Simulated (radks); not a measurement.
Values are calculated unless marked as measured or tabulated.
Q: These are the eigenvalues of the occupied orbitals of an atom or ion with whole-number occupations (hartree). Level of theory: non-relativistic Kohn-Sham, LB94 model potential, spin-polarised, spherical densities, point nucleus (a radial shooting solver on a logarithmic mesh with Libxc functionals).

| orbital | eigenvalue |
|---|---|
| 1s down | -866.3941 |
| 1s up | -866.3878 |
| 2s down | -157.6082 |
| 2s up | -157.6026 |
| 2p down | -149.4064 |
| 2p up | -149.3875 |
| 3s up | -54.63557 |
| 3s down | -54.37330 |
| 3p up | -51.54840 |
| 3p down | -51.27801 |
| 3d up | -46.45069 |

Which element is it, and in what charge state? The configuration may be excited. Open shells, if any, are filled with parallel spins first.

A: Z = 45, rhodium, charge +25: Rh25+ in [Ar] 3d2. The list shows which subshells hold electrons but not how many an open one holds; the 1s level, -866.39 hartree, gives Z - s = 41.6 by -(Z - s)^2/2, which with screening narrows Z to a few neighbours, and the depths of the outer levels then fix element, charge and occupations together.
